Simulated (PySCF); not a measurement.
Compound: C₂H₈NOSi (doublet state).
SMILES with atom numbers: `[CH3:1][N:2]([CH3:3])[SiH:4][OH:5]` (hydrogens: H6, H7, H8 on C1; H9, H10, H11 on C3; H12 on Si4; H13 on O5)

Geometry (GFN2-xTB, Å), atoms numbered from 1 in this order:
```
atom  x, y, z in Å
C1    -1.058   -1.264   -0.004
N2    -0.155   -0.152   -0.060
C3    -0.797    1.115    0.155
Si4    1.532   -0.396    0.193
O5     2.171    1.106   -0.022
H6    -1.542   -1.353    0.977
H7    -1.843   -1.144   -0.758
H8    -0.517   -2.185   -0.207
H9    -1.567    1.273   -0.608
H10   -1.280    1.167    1.139
H11   -0.058    1.906    0.081
H12    1.996   -1.292   -0.869
H13    3.115    1.220   -0.036
```

The hyperfine couplings belong to this conformer and change with its torsions.

Level of theory: UKS B3LYP, pcH-1 on C H N O Si, non-relativistic, mean-field spin-orbit, GIAO in PySCF 2.14.0. Isolated species at its GFN2-xTB geometry (one conformer only). The geometry wasn't refined by DFT: couplings that depend on bond lengths, twists or pyramidal angles can differ widely from those at the functional's own minimum, by a factor of two or more for some ions and for spin on atoms past the first row. Stability of the SCF solution: not tested.

Q: Predict the first-order ENDOR lines of C1, N2, H9/H10/H11, H13 and H6/H7/H8 under fast tumbling at B = 334.6 mT (X band).

A: For S = 1/2 in fast tumbling each set of equivalent nuclei gives two lines, ν± = |νn ± a/2| to first order, with νn = g_N μN B/h and μN/h = 7.62259 MHz/T.

| nuclei | isotope | g_N | νn (MHz) | a_iso (MHz) | lower line (MHz) | upper line (MHz) |
| --- | --- | --- | --- | --- | --- | --- |
| C1 | 13C | 1.4048 | 3.58 | -4.63 | 1.27 | 5.90 |
| N2 | 14N | 0.4038 | 1.03 | 12.62 | 5.28 | 7.34 |
| H9/H10/H11 | 1H | 5.5857 | 14.25 | 11.73 | 8.38 | 20.11 |
| H13 | 1H | 5.5857 | 14.25 | -6.18 | 11.16 | 17.34 |
| H6/H7/H8 | 1H | 5.5857 | 14.25 | 5.99 | 11.25 | 17.24 |

The rows for 13C, of low natural abundance, apply to labelled samples.

Q: Which pairs are centred on the nuclear Larmor frequency, and which on half the coupling?

A: Centred on νn, since |a| < 2νn: C1, H9/H10/H11, H13 and H6/H7/H8. Centred on |a|/2 and split by 2νn: N2.

Q: At what field would the lower line of N2 fall to zero frequency?

A: Where νn = |a|/2, that is B = 6.31 MHz/(0.4038 × 7.62259 MHz/T) = 2050 mT, as far as first order holds there.

Couplings of abundant isotopes left out: H12 (226.1 MHz).

Class means assume fast exchange of nuclei equivalent by connectivity; if that motion is slow, each nucleus keeps its own coupling. C1 and C3, with what hangs on them, aren't averaged: N2 is flat or nearly so (angle sum 356°), and its turn about the short N2–Si4 bond (1.72 Å) is taken as slow. The three 1H nuclei of mean +11.7 MHz run from 0.2 to 19.8 MHz in the frozen geometry. The three 1H nuclei of mean +6.0 MHz run from 0.5 to 9.2 MHz in the frozen geometry.
